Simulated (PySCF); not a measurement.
Cu2, SMILES [Cu][Cu], multiplicity 1.

Geometry optimised at PBE-D3(BJ)/def2-TZVP. The multiplicity is an assumed one; other spin states were not compared.

Level of theory: PBE-D3(BJ)/def2-TZVP run with PySCF.

Frequencies are harmonic and unscaled.

Computed vibrational spectrum:
| mode | ν (cm⁻¹) | IR (km/mol) | moving atoms (share of kinetic energy) |
|---|---|---|---|
| 1 | 254 | 0.0 | Cu 100 % |
